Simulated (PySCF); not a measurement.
Computed IR spectrum (relative IR intensity) of a molecule C2H6BNO2. Geometry optimised at PBE0-D3(BJ)/def2-SVP. Other conformers were not sampled. The numbers are results of PBE0-D3(BJ)/def2-SVP run with PySCF 2.14.0, not measurements. Harmonic, unscaled wavenumbers; measured fundamentals usually lie a few per cent lower.

ν (cm⁻¹): 315 (w), 412 (vw), 422 (m), 653 (w), 866 (w), 880 (w), 984 (m), 1011 (vw), 1015 (w), 1261 (w), 1339 (w), 1412 (m), 1436 (m), 1459 (vs), 1599 (s), 1727 (m), 3178 (vw), 3648 (w), 3759 (w), 3958 (w) (against the strongest line: vs over 80 %, s over 45 %, m over 15 %, w over 4 %, vw less)

Q: Which structure fits?
(A) NB1COCO1
(B) C=COB(N)O
(C) NB1OCCO1
(D) CNB1OCO1

A: B, C=COB(N)O
